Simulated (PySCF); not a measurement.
**How methods differ on the ionisation energy of Ir³⁸⁺**

Ir³⁸⁺ [Kr] 4d3 [4d3/2^3, M_J = 3/2] → Ir³⁹⁺ [Kr] 4d2 [4d3/2^2, M_J = 2], as a difference of total energies. Computed with PySCF 2.14 in an uncontracted even-tempered set (16 s from 4.3 bohr⁻², ratio 2.8; 14 p from 5.6 bohr⁻², ratio 2.8; 9 d from 5.6 bohr⁻², ratio 2.8; 3 f from 21 bohr⁻², ratio 3), with the two-component X2C-1e Hamiltonian. Correlated levels: [Ar] 3d10 frozen; the 90 highest virtual spinors dropped. "Screened" scales the spin-orbit matrix elements by Boettger's factors to mimic the two-electron term; Breit and QED terms are absent.

```csv
method,ionisation energy (eV)
GHF (spin-free),1731.7
GMP2 (spin-free),1731.7
GHF (screened spin-orbit),1740.3
GMP2 (screened spin-orbit),1740.8
```

Breit and QED terms and the two-electron picture change are absent.

The spin-free rows relax to the high-spin LS determinant and lack the spin-orbit shift.

The labels give the starting determinants; with spin-orbit coupling the two ends relaxed to ⟨J²⟩ = 3.78, ⟨L²⟩ = 7.83, ⟨S²⟩ = 2.16 and ⟨J²⟩ = 6.02, ⟨L²⟩ = 10.23, ⟨S²⟩ = 1.59.

For comparison: 1739 ± 4 eV (theoretical estimate listed by NIST; NIST Atomic Spectra Database, ionization energies).
